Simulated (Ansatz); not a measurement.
Cost and result for the atomization energy of C2H8SSi2, SMILES `C=C(S)[SiH2][SiH3]` (13 atoms, 12 bonds).

Cartesian coordinates in Å:
```
C -0.540 -1.864 -1.040
C -0.808 -0.706 -0.435
S -2.111 -0.450 0.707
Si 0.274 0.801 -0.727
Si 1.302 1.461 1.271
H 0.288 -1.946 -1.735
H -1.127 -2.763 -0.871
H -2.603 -1.703 0.715
H 1.287 0.423 -1.748
H -0.552 1.924 -1.250
H 2.051 0.320 1.859
H 2.254 2.574 1.006
H 0.284 1.929 2.249
```

Charge 0, multiplicity 1. The geometry is a stationary point of PBE0-D4/def2-TZVP. It is one conformer, not always the lowest. Program: Ansatz. All runs use 4 threads of an Arm Neoverse V1 on a shared host. Times are those of one run each, without the atoms' runs, and a repeat can differ threefold. Electronic energies, without spin–orbit coupling; frozen cores. CCSD(T)/CBS adds CCSD(T) − MP2 in def2-TZVPP to the MP2 limit, and its time is that of the two runs behind it. T1 = 0.013. B3LYP takes the VWN-RPA correlation (the form of Gaussian; ORCA's B3LYP/G).

CCSD(T)/CBS is a level of theory with its own doubt, some kJ/mol a heavy atom from the limit and from the frozen cores, so smaller differences don't rank the functionals.

```json
{"level": "PBE-D4/def2-TZVPP (with forces)", "functions": "300", "wall time": "3.7 s", "atomization (kJ/mol)": "4417.1", "difference from CCSD(T)/CBS": "42.4", "per bond": "3.5"}
{"level": "PBE0-D4/def2-TZVPP", "functions": "300", "wall time": "5.5 s", "atomization (kJ/mol)": "4371.4", "difference from CCSD(T)/CBS": "-3.3", "per bond": "-0.3"}
{"level": "r2SCAN-D4/def2-TZVPP (with forces)", "functions": "300", "wall time": "7 s", "atomization (kJ/mol)": "4387.0", "difference from CCSD(T)/CBS": "12.3", "per bond": "1.0"}
{"level": "B3LYP-D4/def2-TZVPP (with forces)", "functions": "300", "wall time": "8 s", "atomization (kJ/mol)": "4375.3", "difference from CCSD(T)/CBS": "0.6", "per bond": "0.1"}
{"level": "B2PLYP/def2-TZVPP", "functions": "300", "wall time": "9 s", "atomization (kJ/mol)": "4310.7", "difference from CCSD(T)/CBS": "-64.0", "per bond": "-5.3"}
{"level": "ωB97X-V/def2-TZVPP", "functions": "300", "wall time": "12 s", "atomization (kJ/mol)": "4400.3", "difference from CCSD(T)/CBS": "25.6", "per bond": "2.1"}
{"level": "ωB97M-V/def2-TZVPP (with forces)", "functions": "300", "wall time": "18 s", "atomization (kJ/mol)": "4383.8", "difference from CCSD(T)/CBS": "9.1", "per bond": "0.8"}
{"level": "MP2/def2-QZVPP", "functions": "564", "wall time": "46 s", "atomization (kJ/mol)": "4343.6", "difference from CCSD(T)/CBS": "-31.1", "per bond": "-2.6"}
{"level": "CCSD(T)/def2-TZVPP", "functions": "300", "wall time": "4.7 min", "atomization (kJ/mol)": "4260.8", "difference from CCSD(T)/CBS": "-113.9", "per bond": "-9.5"}
{"level": "CCSD(T)/CBS(def2)", "functions": "–", "wall time": "5.4 min", "atomization (kJ/mol)": "4374.7", "difference from CCSD(T)/CBS": "0.0", "per bond": "0.0"}
```

From PBE to PBE0 (25 % exact exchange), in def2-TZVPP and without D4, the atomization energy moves by −40.8 kJ/mol: exact exchange takes away binding that semilocal exchange gives to molecules. In def2-TZVPP, CCSD(T) changes the Hartree–Fock value by +1020.0 kJ/mol (the triples alone add +61.8 kJ/mol) and MP2 by +1035.6 kJ/mol; breaking electron pairs costs correlation energy, which Hartree–Fock lacks. The D4 term adds +56.6 kJ/mol with B3LYP and +30.0 kJ/mol with PBE0; it sums over pairs of atoms, weighted by their polarisabilities, and B3LYP, whose exchange is more repulsive, gets the larger term.
